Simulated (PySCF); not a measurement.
Species: C₂H₈F₂OSi₂.
Bonds: F1–C2, C2–F3, C2–O4, O4–C5, C5–Si6, C5–Si7. Hydrogens: H8 on C2; H9 on C5; H10, H11, H12 on Si6; H13, H14, H15 on Si7.

Torsions of this conformer, `[F:1][CH:2]([F:3])[O:4][CH:5]([SiH3:6])[SiH3:7]`: F1–C2–O4–C5 -73°, C2–O4–C5–Si6 -169°.

The closed-shell ground state was solved at several levels (PySCF, density fitting, gas phase, non-relativistic). Isolated species at its PBE0-D3(BJ)/def2-SVP geometry (one conformer only).

| level | basis functions | total energy (Eh) | HOMO (eV) | LUMO (eV) | gap (eV) | dipole (D) |
| --- | --- | --- | --- | --- | --- | --- |
| CAM-B3LYP/def2-SVPD | 221 | -934.3696 | -9.71 | 0.85 | 10.56 | 2.56 |
| PBE0/pcSseg-1 | 173 | -934.2343 | -8.30 | 0.21 | 8.51 | 2.48 |

Problem. What might CAM-B3LYP/pcSseg-1 (173 basis functions) give for the same quantities?

Solution. Total energy -934.7515 Eh, HOMO -9.66 eV, LUMO 1.22 eV, gap 10.88 eV, dipole 2.55 D.

Problem. Over all these levels, which gives the widest orbital gap and which the narrowest?

Solution. CAM-B3LYP/pcSseg-1 (range-separated hybrid) has the widest, 10.88 eV, and PBE0/pcSseg-1 (global hybrid, 25 % exact exchange) the narrowest, 8.51 eV. The two share the basis. From the narrowest to the widest the HOMO moves by -1.36 eV and the LUMO by +1.01 eV.

Problem. How far do the dipole and the HOMO energy spread over the levels?

Solution. The dipole runs from 2.48 to 2.56 D (mean 2.53 D) and the HOMO from -9.71 to -8.30 eV.
